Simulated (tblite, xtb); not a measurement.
C$_{2}$H$_{5}$OS (SMILES [CH2]S(C)=O), doublet, geometry from GFN2-xTB. Base run: xtb 6.7.1 with GFN1-xTB.

Geometry (Å):
```xyz
9

C      1.1653    -0.5430     0.9092
S      0.1493    -0.1029    -0.4148
C     -1.5049    -0.4606     0.3793
O      0.2211     1.3434    -0.6048
H      1.2761    -1.5982     1.0808
H      2.0111     0.0863     1.1164
H     -1.6168     0.1861     1.2412
H     -1.5195    -1.5049     0.6639
H     -2.2710    -0.2491    -0.3581
```
Charge 0, spin multiplicity 2.
All else is at xtb's defaults.
Base energy -15.18948 Eh.

Programs used: tblite, xtb; a row that names a program was run with it.

Variants of this job, named by their change:

```tsv
change	ΔE vs base (mEh)	dipole (D)	G_solv (kcal/mol)	SCF cycles
base	0.000	4.31	-	11
program = tblite; method = gfn1	0.000	-	-	-
file = coord	0.000	4.31	-	11
program = tblite; method = gfn1; option = --grad	0.000	-	-	-
etemp = 5000	-3.724	4.14	-	11
alpb = cs2	-10.064	4.69	-6.73	11
alpb = dmf	-12.662	4.79	-8.63	10
```

ALPB and GBSA are two models with their own fitted parameters for each solvent, which aren't always the measured dielectric constant.
